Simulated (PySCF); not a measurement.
Cl4Te, charge +1, doublet, geometry from GFN2-xTB (a state made from the parent by changing its charge; the spin is typed, not shown lowest) (core potentials on Te). Base run: DF-B3LYP/def2-SV(P) (PySCF).

PySCF was given this input:
```python
from pyscf import gto, scf, dft

mol = gto.M(
    atom='''
Te   -0.00572274    0.01236630    0.26693104
Cl    1.11337271   -1.43495632   -1.08899499
Cl    1.85279584    1.50725672    0.73992591
Cl   -1.06293622    1.32596783   -1.26356022
Cl   -1.88572747   -1.43609457    0.79613434
''',
    basis='def2-sv(p)',
    ecp={'Te': 'def2-sv(p)'},
    charge=1,
    spin=1,
    verbose=4,
)

mf = dft.UKS(mol)
mf.xc = 'b3lyp'
mf = mf.density_fit(auxbasis='def2-universal-jkfit')
mf.kernel()
```

The base run was repeated with changes; each row names its change, and settings that it needs were set with it.

| change | E (Eh) | HOMO (eV) | <S^2> | core-seconds (rough) |
|---|---|---|---|---|
| base | -2108.05284 | -13.84 | 0.761 | 20 |
| functional = m062x | -2107.76344 | -15.22 | 0.773 | 30 |
| functional = m06l | -2108.11079 | -13.33 | 0.754 | 30 |
| functional = b3lyp; dispersion = d4 | -2108.06890 | -13.84 | 0.761 | 20 |
| functional = bhandhlyp | -2107.83637 | -15.18 | 0.785 | 20 |
| functional = hf | -2104.06992 | -16.98 | 0.862 | 4 |
| functional = mn12l | -2105.16123 | -13.45 | 0.755 | 40 |
| functional = o3lyp | -2108.17575 | -13.47 | 0.757 | 20 |
| functional = tpss | -2107.91244 | -13.12 | 0.755 | 40 |
| functional = scan | -2108.14040 | -13.36 | 0.755 | 40 |
| functional = pbe | -2107.17708 | -12.92 | 0.753 | 30 |
| functional = r2scan | -2107.91211 | -13.40 | 0.758 | 40 |
| functional = b97-1 | -2107.72608 | -13.82 | 0.761 | 20 |

Totals shift with the method and basis; they matter in differences.

Open shells are given as the SCF converged; they aren't shown to be the lowest states, and a large step between rows can be another state.
